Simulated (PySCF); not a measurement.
C3H10O3Sn, triplet, at the geometry of the source list (a higher spin typed on purpose: for a closed-shell molecule this is an excited state) (all electrons, no relativity); PBE/STO-3G (PySCF).

The PySCF input:
```python
from pyscf import gto, scf, dft

mol = gto.M(
    atom='''
C    -1.067800   -1.509700   -0.604200
C    -1.053300   -0.204200    0.152600
C    -1.641800    0.943800   -0.631400
Sn    1.057100    0.273000    0.716100
O     2.259000   -0.038800   -0.857600
O     1.842900   -0.867200    2.139400
O     1.483700    2.144800    1.248200
H    -0.512800   -1.425200   -1.533700
H    -0.635600   -2.315800   -0.015000
H    -2.098300   -1.774100   -0.840400
H    -1.549000   -0.308600    1.120100
H    -2.693300    0.736900   -0.829000
H    -1.134100    1.063600   -1.586100
H    -1.579500    1.879600   -0.078200
H     3.170600    0.208300   -0.712700
H     2.459900   -1.521000    1.804800
H     1.692500    2.714600    0.507000
''',
    basis='sto-3g',
    charge=0,
    spin=2,
    verbose=4,
)

mf = dft.UKS(mol)
mf.xc = 'pbe'
mf.kernel()
```

Task: Predict the main parts of the log of this PySCF run.

Result: 
```
PySCF version 2.14.0

[INPUT] verbose = 4
[INPUT] num. atoms = 17
[INPUT] num. electrons = 102
[INPUT] charge = 0
[INPUT] spin (= nelec alpha-beta = 2S) = 2
[INPUT] symmetry False subgroup None
[INPUT] Mole.unit = angstrom
[INPUT] Symbol           X                Y                Z      unit          X                Y                Z       unit  Magmom
[...]
nuclear repulsion = 796.37283308609
number of shells = 39
number of NR pGTOs = 201
number of NR cGTOs = 67
basis = sto-3g
ecp = {}

******** <class 'pyscf.dft.uks.UKS'> ********
method = UKS
initial guess = minao
damping factor = 0
level_shift factor = 0
DIIS = <class 'pyscf.scf.diis.CDIIS'>
diis_start_cycle = 1
diis_space = 8
diis_damp = 0
SCF conv_tol = 1e-09
SCF conv_tol_grad = None
SCF max_cycles = 50
direct_scf = True
direct_scf_tol = 1e-13
number electrons alpha = 52  beta = 50
XC library pyscf.dft.libxc version 7.1.2
    S. Lehtola, C. Steigemann, M. J. T. Oliveira, and M. A. L. Marques,  SoftwareX 7, 1–5 (2018)
XC functionals = pbe
    J. P. Perdew, K. Burke, and M. Ernzerhof,  Phys. Rev. Lett. 77, 3865 (1996)
    J. P. Perdew, K. Burke, and M. Ernzerhof,  Phys. Rev. Lett. 78, 1396 (1997)
    J. P. Perdew, K. Burke, and M. Ernzerhof,  Phys. Rev. Lett. 77, 3865 (1996)
    J. P. Perdew, K. Burke, and M. Ernzerhof,  Phys. Rev. Lett. 78, 1396 (1997)
radial grids:
    Treutler-Ahlrichs [JCP 102, 346 (1995); DOI:10.1063/1.469408] (M4) radial grids

becke partition: Becke, JCP 88, 2547 (1988); DOI:10.1063/1.454033
pruning grids: <function nwchem_prune>
grids dens level: 3
symmetrized grids: False
atomic radii adjust function: <function treutler_atomic_radii_adjust>
small_rho_cutoff = 0
Set gradient conv threshold to 3.16228e-05
tot grids = 204640
init E= -6289.93111735543

cycle= 1 E= -6304.93991144335  delta_E=  -15  |g|= 0.762  |ddm|= 3.71
cycle= 2 E= -6299.71964883008  delta_E= 5.22  |g|= 2.34  |ddm|= 5.65

cycle= 3 E= -6304.81966475058  delta_E= -5.1  |g|= 0.958  |ddm|= 5.46

cycle= 4 E= -6305.29780221516  delta_E= -0.478  |g|= 0.513  |ddm|= 2.87

cycle= 5 E= -6305.28434074594  delta_E= 0.0135  |g|= 0.533  |ddm|= 2.37

cycle= 6 E= -6305.33150842761  delta_E= -0.0472  |g|= 0.481  |ddm|=  1.7

cycle= 7 E= -6305.55228062875  delta_E= -0.221  |g|= 0.146  |ddm|= 1.45

cycle= 8 E= -6305.42575467854  delta_E= 0.127  |g|= 0.372  |ddm|= 1.43

cycle= 9 E= -6305.50544460952  delta_E= -0.0797  |g|= 0.256  |ddm|= 1.33

cycle= 10 E= -6305.52925956608  delta_E= -0.0238  |g|= 0.201  |ddm|= 1.21

[...]

cycle= 20 E= -6305.33720807705  delta_E= -0.000875  |g|= 0.465  |ddm|= 0.0146

cycle= 21 E= -6305.33909730373  delta_E= -0.00189  |g|= 0.463  |ddm|= 0.0177

cycle= 22 E= -6305.35435026312  delta_E= -0.0153  |g|= 0.444  |ddm|= 0.108

cycle= 23 E= -6305.39067934437  delta_E= -0.0363  |g|= 0.407  |ddm|= 1.47

cycle= 24 E= -6305.2479219263  delta_E= 0.143  |g|= 0.574  |ddm|= 1.83

cycle= 25 E= -6305.43435300324  delta_E= -0.186  |g|= 0.359  |ddm|= 0.651

cycle= 26 E= -6305.54518028688  delta_E= -0.111  |g|= 0.166  |ddm|= 1.01

cycle= 27 E= -6305.40714342444  delta_E= 0.138  |g|= 0.389  |ddm|= 1.41

cycle= 28 E= -6305.49662949577  delta_E= -0.0895  |g|= 0.278  |ddm|= 0.522

cycle= 29 E= -6305.55876233303  delta_E= -0.0621  |g|= 0.119  |ddm|= 1.07

cycle= 30 E= -6305.40258155508  delta_E= 0.156  |g|= 0.398  |ddm|= 1.34

cycle= 31 E= -6305.36081942804  delta_E= 0.0418  |g|= 0.437  |ddm|= 0.269

cycle= 32 E= -6305.55705808225  delta_E= -0.196  |g|= 0.124  |ddm|= 1.43

cycle= 33 E= -6305.54303516532  delta_E= 0.014  |g|= 0.174  |ddm|= 0.167

cycle= 34 E= -6305.55845323725  delta_E= -0.0154  |g|= 0.12  |ddm|= 0.178

cycle= 35 E= -6305.52557774603  delta_E= 0.0329  |g|= 0.219  |ddm|= 0.322

cycle= 36 E= -6305.54818780041  delta_E= -0.0226  |g|= 0.161  |ddm|= 0.27

cycle= 37 E= -6305.38382673986  delta_E= 0.164  |g|= 0.413  |ddm|= 1.38

cycle= 38 E= -6305.37041454535  delta_E= 0.0134  |g|= 0.424  |ddm|= 0.144

cycle= 39 E= -6305.3646100145  delta_E= 0.0058  |g|= 0.43  |ddm|= 0.0306

cycle= 40 E= -6305.36372954409  delta_E= 0.00088  |g|= 0.432  |ddm|= 0.0386

cycle= 41 E= -6305.3582480717  delta_E= 0.00548  |g|= 0.438  |ddm|= 0.0485

cycle= 42 E= -6305.35213306704  delta_E= 0.00612  |g|= 0.447  |ddm|= 0.0656

cycle= 43 E= -6305.52174741991  delta_E= -0.17  |g|= 0.217  |ddm|= 0.997

cycle= 44 E= -6305.49529418177  delta_E= 0.0265  |g|= 0.276  |ddm|= 1.23

cycle= 45 E= -6305.50198542119  delta_E= -0.00669  |g|= 0.267  |ddm|= 0.115

cycle= 46 E= -6305.49634067937  delta_E= 0.00564  |g|= 0.273  |ddm|= 0.122

cycle= 47 E= -6305.50968164895  delta_E= -0.0133  |g|= 0.252  |ddm|= 0.114

cycle= 48 E= -6305.49439817071  delta_E= 0.0153  |g|= 0.279  |ddm|= 0.114

cycle= 49 E= -6305.49534221458  delta_E= -0.000944  |g|= 0.278  |ddm|= 0.0572

cycle= 50 E= -6305.47509680545  delta_E= 0.0202  |g|= 0.306  |ddm|= 0.129
SCF not converged.
SCF energy = -6305.47509680545 after 50 cycles  <S^2> = 2.0031238  2S+1 = 3.0020818
```

Convergence was not reached.
